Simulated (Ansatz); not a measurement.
System: NaF, charge 0, singlet. NaF (SMILES [F][Na]).
B3LYP-D3(BJ)/def2-TZVP minimum from Ansatz (an electronic-structure program):
```xyz
2

Na     0.0000     0.0000    -0.8672
F      0.0000     0.0000     1.0599
```

Total energies in hartree (Ansatz). UHF or UKS for unpaired electrons; spin-orbit terms are left out. Correlated methods leave the cores frozen. No relativity. Where a partner has so few electrons that a lower coupled-cluster level is exact, that level stands in.

```tsv
species	HF/def2-TZVPP	CCSD(T)/def2-TZVPP	HF/def2-QZVPP	CCSD(T)/def2-QZVPP	CCSDT(Q)/def2-QZVPP
1: NaF (SMILES [F][Na])	-261.36892	-261.64897	-261.38104	-261.68947	-261.68976
2: Na (doublet)	-161.85185	-161.85185	-161.85879	-161.85879	-161.85879
3: F (doublet)	-99.41180	-99.62506	-99.41589	-99.65118	-99.65148
```

**Question.** Work out the atomisation energy (electronic, to ground-state atoms) in kJ/mol: take Hartree-Fock from def2-QZVPP, extrapolate the CCSD(T) correlation energy as X^-3 (X = 3, 4), and add CCSDT(Q) - CCSD(T) in def2-QZVPP. 1 hartree = 2625.5 kJ/mol.

**Answer.** 
Species 1: correlation (64·(-0.30843) - 27·(-0.28005))/37 = -0.32914; step -0.00029; E1 = -261.38104 + (-0.32914) + (-0.00029) = -261.71047
Species 2: correlation (64·(0.00000) - 27·(0.00000))/37 = 0.00000; step +0.00000; E2 = -161.85879 + (0.00000) + (+0.00000) = -161.85879
Species 3: correlation (64·(-0.23529) - 27·(-0.21326))/37 = -0.25137; step -0.00030; E3 = -99.41589 + (-0.25137) + (-0.00030) = -99.66756
-1·E1 +1·E2 +1·E3 = 0.18412 hartree = 483.4 kJ/mol.
